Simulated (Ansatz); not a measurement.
## Ag⁺ ··· NH3

The pair of Ag⁺ (SMILES [Ag+], atom 1) and NH3 (SMILES N, atoms 2–5), both closed shells, in one local arrangement (a lower one may exist), relaxed at PBE0-D4/def2-TZVP:

```xyz
5
angstrom
Ag 0.0256 0.0668 -1.9700
N -0.0027 -0.0071 0.2107
H -0.9417 -0.1567 0.5697
H 0.5783 -0.7601 0.5690
H 0.3405 0.8572 0.6207
```

Computed with Ansatz 0.2.0 (basis: def2-TZVPPD, with def2-QZVPPD for the basis limit); correlated methods freeze the cores. Filled d shells of the heavier atoms are correlated. Core potentials replace the inner electrons of the atoms past krypton. B3LYP uses VWN-RPA correlation. Extrapolation: Hartree–Fock as exp(−7.88 √X), correlation as X^−2.97. Interaction energies count from these two fragments, frozen as in the pair, with the counterpoise correction; negative means bound.

(1) What is the interaction energy by CCSD(T) at an estimated basis limit (MP2 extrapolated from triple and quadruple zeta, plus CCSD(T) − MP2 in triple zeta)? (An estimate is asked for; the value comes from the calculation.)

(2) Which atoms make the shortest contact between the fragments?

No T1 diagnostic of these runs exceeds 0.015.

## Answers

(1) By the calculation: -193.5 kJ/mol. Hartree–Fock alone gives -134.2 kJ/mol at the basis limit. It counts from the two fragments frozen as in the pair.

The same quantity by other methods in triple zeta, and each one's difference from that estimate:
| method | E_int (kJ/mol) | difference |
| --- | --- | --- |
| PBE-D4 | -218.1 | -24.6 |
| revPBE-D4 | -203.2 | -9.8 |
| BLYP-D4 | -213.5 | -20.1 |
| r2SCAN-D4 | -214.8 | -21.4 |
| B97M-V | -201.5 | -8.1 |
| PBE0-D4 | -200.0 | -6.5 |
| B3LYP-D4 | -201.5 | -8.1 |
| HSE06-D4 | -199.8 | -6.3 |
| wB97X-V | -190.6 | 2.9 |
| wB97M-V | -188.7 | 4.7 |
| B2PLYP | -191.0 | 2.4 |
| HF | -132.8 | 60.6 |
| MP2 | -187.0 | 6.4 |
| CCSD | -173.2 | 20.2 |
| CCSD(T) | -179.2 | 14.3 |
Differences are method less estimate.

(2) Ag1 and N2, 2.18 Å apart.

Basis-set superposition shift (counterpoise-corrected less uncorrected): CCSD(T) 8.6; MP2 8.2; HF 0.5; PBE0-D4 0.7; wB97M-V 0.8 kJ/mol.

For scale, one of the runs: CCSD(T)/def2-TZVPPD, 144 basis functions, launched by `ansatz run in.yaml --threads 2 --pin off --events-out ev --progress --plain --max-ram 5222MiB`. The run took 10 s on 2 CPU threads of an Arm Neoverse V1 (shared host), with 0.75 GiB of host memory at its peak.
